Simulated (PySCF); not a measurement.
**Ionisation energy along the 6-electron series**

Calculated with PySCF 2.14 and a two-component X2C-1e Hamiltonian (Gaussian nucleus, no Breit or QED terms), each ion in its own even-tempered basis scaled to its charge; GMP2 freezes nothing and drops the highest virtual spinors. Values in eV. NIST values: (m) measured, (s) semi-empirical, (t) theoretical.

| ion | configuration | GHF (spin-free) | GMP2 (spin-free) | GHF (screened spin-orbit) | GMP2 (screened spin-orbit) | NIST |
| --- | --- | --- | --- | --- | --- | --- |
| S¹⁰⁺ | [He] 2s2 2p2 | 505.07 | 505.41 | 504.58 | 504.93 | 504.55 ± 0.12 (s) |
| Ar¹²⁺ | [He] 2s2 2p2 | 686.25 | 686.52 | 685.49 | 685.79 | 685.5 ± 0.3 (s) |

(1) Fill in the row of Cl¹¹⁺.

Results:

(1) configuration: [He] 2s2 2p2; GHF (spin-free): 592.23; GMP2 (spin-free): 592.53; GHF (screened spin-orbit): 591.61; GMP2 (screened spin-orbit): 591.93; NIST: 591.58 ± 0.19 (s).
